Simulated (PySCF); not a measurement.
Level sweep

Species: C2H9NSi2.
SMILES with atom numbers: `[NH2:1][SiH2:2]/[CH:3]=[CH:4]/[SiH3:5]` (hydrogens: H6, H7 on N1; H8, H9 on Si2; H10 on C3; H11 on C4; H12, H13, H14 on Si5)

PySCF, dipoles from the SCF density, polarisabilities from static response with core orbitals frozen. Isolated species at its PBE0-D3(BJ)/def2-SVP geometry (one conformer only).

The anisotropy is √(½[(α1 − α2)² + (α2 − α3)² + (α3 − α1)²]).

| level | μ (D) | α (Å³) | anisotropy (Å³) |
| --- | --- | --- | --- |
| LDA/def2-SVPD | 1.446 | 14.51 | 7.33 |
| PBE/def2-SVPD | 1.438 | 14.18 | 7.13 |
| B3LYP/def2-SVPD | 1.407 | 13.65 | 6.48 |
| PBE0/def2-SVPD | 1.422 | 13.58 | 6.48 |
| BHandHLYP/def2-SVPD | 1.395 | 13.11 | 5.98 |
| CAM-B3LYP/def2-SVPD | 1.400 | 13.39 | 6.08 |
| wB97X-D/def2-SVPD | 1.419 | 13.41 | 6.06 |
| LC-wPBE/def2-SVPD | 1.424 | 13.06 | 5.79 |
| HF/def2-SVPD | 1.420 | 12.59 | 5.54 |
| PBE0/6-31G* | 1.681 | 10.92 | 6.12 |
| PBE0/6-31+G* | 1.496 | 12.47 | 6.02 |
| PBE0/def2-SVP | 1.659 | 11.74 | 6.10 |
| PBE0/aug-cc-pVDZ | 1.381 | 13.90 | 6.56 |
| PBE0/def2-TZVP | 1.532 | 12.98 | 6.50 |
| PBE0/def2-TZVPD | 1.424 | 13.78 | 6.53 |

The dipole runs from 1.38 D (PBE0/aug-cc-pVDZ) to 1.68 D (PBE0/6-31G*). No reference polarisability is at hand; against PBE0 in the largest diffuse basis at hand (def2-TZVPD) the other PBE0 rows deviate by 6-31G* -21%, 6-31+G* -10%, def2-SVP -15%, def2-SVPD -1%, aug-cc-pVDZ +1%, def2-TZVP -6%. In one basis (def2-SVPD) the functionals order the polarisability from HF (lowest) to LDA (highest), a spread of 15%. With PBE0 the polarisability is 11.88 Å³ without diffuse functions (mean of 6-31G*, def2-SVP and def2-TZVP) and 13.43 Å³ with them (mean of 6-31+G*, def2-SVPD, aug-cc-pVDZ and def2-TZVPD).
